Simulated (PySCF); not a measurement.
**W⁻ (tungsten, charge -1) across methods**

[Xe] 4f14 5d5 6s2, high-spin 6S determinant. All numbers are calculated (PySCF 2.14, scalar relativity through the core potential, in aug-cc-pVQZ-PP with ECP60MDF (7s7p6d4f3g2h, 135 functions)).

```csv
method,E (hartree),mean ε 6s α (eV),mean ε 6s β (eV),mean ε 5d α (eV),Σ⟨r²⟩ (bohr²),⟨S²⟩
MN15,-67.2552,-1.692,-0.301,-0.219,86.09,8.807
r2SCAN,-67.3728,-1.015,0.921,0.847,91.27,8.937
PBE,-67.3705,-0.503,1.045,1.275,88.24,8.819
BHandHLYP,-67.2081,-1.310,0.133,-0.548,86.77,8.814
UHF,-66.71455,-3.696,0.216,-4.166,120.3,9.295
LDA,-67.2030,-0.619,0.816,1.255,86.32,8.802
PBE0,-67.3254,-1.105,0.656,0.190,87.95,8.844
```

Q: Estimate the same row for TPSSh.

A: E (hartree) = -67.3181; mean ε 6s α (eV) = -0.815; mean ε 6s β (eV) = 0.986; mean ε 5d α (eV) = 0.838; Σ⟨r²⟩ (bohr²) = 87.90; ⟨S²⟩ = 8.838.

Energies and moments cover only the electrons outside the core potential. Spin-orbit coupling, which splits the p, d and f shells strongly at this Z, is absent. The outer electron is barely bound at this level, so radii and moments hang on the diffuse functions.

The highest occupied level is positive at TPSSh, r2SCAN, PBE, BHandHLYP, UHF, LDA, PBE0: only the finite basis holds that electron, at UHF too, so the state is unbound at these levels.
